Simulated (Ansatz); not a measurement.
**Relaxing a trial structure of CH3FZn**

The starting geometry of this gas-phase triplet was optimised with GFN2-xTB as a singlet; its bonds are those of `[CH3][Zn][F]`.

```xyz
6

C     0.4716   -0.4339    0.4163
F    -1.7993    1.6345   -1.6557
Zn   -0.7454    0.6781   -0.6966
H     0.0461   -1.4137    0.5844
H     1.4280   -0.5600   -0.0726
H     0.6411    0.0310    1.3780
```

**Question.** Where would you expect an optimisation with PBE0-D4/def2-SVP to take it?

**Answer.** It falls apart into CH3 + FZn. Contacts that open: C1–Zn3 (1.99 → 3.23 Å).

The energy falls by 2.95 eV over 39 steps:

| step | E − E(last) (eV) |
| --- | --- |
| 1 | 2.951 |
| 5 | 0.503 |
| 9 | 0.234 |
| 14 | 0.217 |
| 18 | 0.204 |
| 22 | 0.166 |
| 26 | 0.089 |
| 31 | 0.015 |
| 35 | 0.000 |
| 39 | 0.000 |

Final geometry (Å):

```xyz
6

C     0.6472   -0.4840    0.6099
F    -1.8623    0.3391   -1.0903
Zn   -0.6710    1.6273   -1.4556
H    -0.3537   -0.4936    0.1681
H     1.4649   -1.0320    0.1379
H     0.8170   -0.0209    1.5838
```

No frequencies were run, so the end isn't proven a minimum. Open shells are spin-unrestricted. The triplet needn't be the ground state. Run with Ansatz 0.2.0, 2.2 min on 2 threads of Arm Neoverse V1, on a shared host.
